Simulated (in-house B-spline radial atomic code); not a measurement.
Radial electron density of Sb⁸⁺, [Kr] 4d7. Method: non-relativistic LC-wPBE, spin-polarised, spherical fractional occupations, exact exchange averaged over the configuration, point nucleus. Calculated with a B-spline radial code for spherical atoms.

Columns: r (bohr), 4πr²n(r) (electrons per bohr), bar.

```
  0.0015    2.268 #
 0.00182    3.231 ##
 0.00221    4.579 ##
 0.00267    6.377 ###
 0.00324     8.86 #####
 0.00392     12.1 ######
 0.00475    16.33 #########
 0.00576    21.67 ############
 0.00698    28.11 ###############
 0.00845     35.5 ###################
  0.0102    43.35 #######################
  0.0124     51.4 ###########################
   0.015    58.12 ###############################
  0.0182    62.69 ##################################
  0.0221    64.08 ##################################
  0.0267    62.35 #################################
  0.0324     58.8 ###############################
  0.0392    56.25 ##############################
  0.0475    57.69 ###############################
  0.0576    64.62 ###################################
  0.0698    74.74 ########################################
  0.0845     82.3 ############################################
   0.102    81.77 ############################################
   0.124    72.51 #######################################
    0.15    62.13 #################################
   0.182    59.44 ################################
   0.221    65.37 ###################################
   0.267       69 #####################################
   0.324    59.76 ################################
   0.392    40.57 ######################
   0.475    24.77 #############
   0.576    20.83 ###########
   0.698    23.17 ############
   0.845    21.99 ############
    1.02    15.37 ########
    1.24    7.537 ####
     1.5    2.665 #
    1.82   0.6389 
    2.21  0.09901 
    2.67   0.0097 
    3.24 0.0004856
```

On this grid the curve has 4 maxima, near 0.0221, 0.0845, 0.267, 0.698 bohr.

The 4d up radial function P(r) = rR(r), positive near the nucleus:

```
r (bohr)          P
  0.0102    0.00156
   0.015   0.004582
  0.0221    0.01304
  0.0324    0.03477
  0.0475    0.08616
  0.0698     0.1932
   0.102     0.3691
    0.15     0.5706
   0.221     0.6118
   0.324     0.2492
   0.475    -0.4908
   0.698     -1.097
    1.02     -1.033
     1.5    -0.5001
    2.21    -0.1086
    3.24  -0.007944
```
